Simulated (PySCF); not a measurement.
Static response to an electric field

(FAlO)3 ring, Al3F3O3.
Structure used (PBE0-D3(BJ)/def2-SVP), in Å, numbered top down from 1:
```xyz
9
Al3F3O3 angstrom
Al     0.5576   -0.5760    1.5491
F      1.0748   -1.1617    3.0014
O     -1.0920   -0.3950    1.1718
Al    -1.6903    0.1499   -0.3251
F     -3.3043    0.2560   -0.6474
O     -0.5032    0.5615   -1.4720
Al     1.1745    0.4290   -1.2229
F      2.2742    0.7960   -2.3959
O      1.6413   -0.1291    0.3154
```

Level: CAM-B3LYP/def2-SVPD (PySCF), static field, nuclei fixed, core orbitals frozen in the response. The polarisability tensor in these axes (au):

```
x   65.14 -0.23 -0.06
y   -0.23 52.60 -4.57
z   -0.06 -4.57 63.40
```

**Question.** What are the eigenvalues, a third of the trace, and Δα (Δα² = ½Σ(αi − αj)² over the three pairs)?

**Answer.** Principal values 50.92, 65.07 and 65.15 au; mean 60.38 au = 8.95 Å³ = 9.96 × 10⁻⁴⁰ C²·m²/J; Δα = 14.19 au (24 % of the mean).

**Question.** What is the dipole moment?

**Answer.** 0.17 D at this geometry.

**Question.** What would n − 1 = 2πNα be for an ideal gas of these molecules at 350 K and 1 atm, electronic part alone?

**Answer.** N = p/kT = 2.0968 × 10¹⁹ cm⁻³, so n − 1 = 2π × N × 8.95 × 10⁻²⁴ cm³ = 1179 × 10⁻⁶ at long wavelengths, for an ideal gas.

**Question.** Find the Langevin capture rate constant for H3+ (3.023 u) meeting this molecule (185.925 u), k = 2.342 × 10⁻⁹ cm³/s × √(α in Å³ / reduced mass in u).

**Answer.** The reduced mass is 2.98 u, so k = 4.06 × 10⁻⁹ cm³/s.

**Question.** Sum over states: ᾱ = Σ f/ω², ω in Eh. What share falls to these 15 lowest TDDFT singlets (eV, f)? 6.56, 0.0549; 6.56, 0.0550; 6.78, 0.0002; 6.78, 0.0002; 7.76, 0.1466; 8.18, 0.0001; 8.26, 0.0000; 8.33, 0.0000; 8.37, 0.0000; 8.37, 0.0000; 8.53, 0.0030; 8.53, 0.0030; 8.54, 0.0000; 8.62, 0.0000; 8.72, 0.0003.

**Answer.** They add up to 3.76 au, 6.2 % of the 60.38 au; the largest single term is 1.80 au, from the state at 7.76 eV. Terms in order: 0.95, 0.95, 0.00, 0.00, 1.80, 0.00, 0.00, 0.00, 0.00, 0.00, 0.03, 0.03, 0.00, 0.00, 0.00 au. Higher excitations give the rest. The strengths listed sum to 0.263.

**Question.** In a dilute gas of rigid molecules at 273 K, how does the orientational term μ²/3kT compare with the electronic polarisability?

**Answer.** In Gaussian units μ²/3kT = 0.25 Å³ against 8.95 Å³, a ratio of 0.03; the Debye molar polarisation (4π/3)N_A(α + μ²/3kT) is 23.2 cm³/mol, leaving out the vibrational part.

**Question.** Rayleigh depolarisation ratio (linearly polarised light, static tensor)?

**Answer.** ρ = 3Δα²/(45ᾱ² + 4Δα²) = 604.2/(164057 + 805.6) = 0.00366.

One conformer (not necessarily the lowest) at the PBE0-D3(BJ)/def2-SVP geometry, without solvent, vibrations or thermal averaging.

The run behind these numbers computed excited states as well. Hardware: Arm Neoverse V2, one thread, on a shared host. Cost: 50 s of wall time (grids of density and orbitals included), 0.99 GiB resident at most.
